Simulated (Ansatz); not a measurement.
Reaction (redistribution): `B[SiH2]N[SiH2]F` + `C[SiH](C)O[SiH3]` → `BO[SiH](C)C` + `F[SiH2]N[SiH2][SiH3]`

Computed with Ansatz on PBE0-D4/def2-TZVP structures; ΔE is electronic, products minus reactants. CCSD(T)/CBS adds triple-zeta CCSD(T) − MP2 to the extrapolated MP2 energy (def2 sets, frozen cores). Functionals use def2-TZVPP. B3LYP here is the variant with VWN-RPA as its local correlation; programs differ in this. Each species was taken in one conformer, which may not be the lowest.

| level | ΔE (kJ/mol) | difference from CCSD(T)/CBS |
| --- | --- | --- |
| PBE-D4 | -76.6 | -14.5 |
| r2SCAN-D4 | -64.3 | -2.2 |
| PBE0-D4 | -71.2 | -9.1 |
| B3LYP-D4 | -67.9 | -5.8 |
| ωB97X-V | -62.0 | 0.1 |
| ωB97M-V | -60.2 | 1.9 |
| B2PLYP | -66.8 | -4.7 |
| PBE | -79.2 | -17.1 |
| r2SCAN | -64.8 | -2.7 |
| PBE0 | -73.3 | -11.2 |
| B3LYP | -72.3 | -10.2 |
| HF/def2-TZVPP | -63.7 | -1.6 |
| MP2/def2-TZVPP | -60.1 | 2.0 |
| SCS-MP2/def2-TZVPP | -59.3 | 2.8 |
| CCSD/def2-TZVPP | -62.4 | -0.3 |
| CCSD(T)/def2-TZVPP | -63.3 | -1.2 |
| HF/def2-QZVPP | -62.6 | -0.5 |
| MP2/def2-QZVPP | -59.1 | 3.0 |
| SCS-MP2/def2-QZVPP | -58.6 | 3.5 |
| HF/CBS(def2) | -62.5 | -0.4 |
| MP2/CBS(def2) | -58.9 | 3.2 |
| CCSD/CBS(def2) | -61.2 | 0.9 |
| CCSD(T)/CBS | -62.1 | 0 |

Largest T1 diagnostic among the species: 0.012.

From PBE to PBE0 (25 % exact exchange), in def2-TZVPP and without D4, ΔE moves by +5.9 kJ/mol. The D4 term adds +4.4 kJ/mol with B3LYP and +2.1 kJ/mol with PBE0; it sums over pairs of atoms, weighted by their polarisabilities, and B3LYP, whose exchange is more repulsive, gets the larger term.
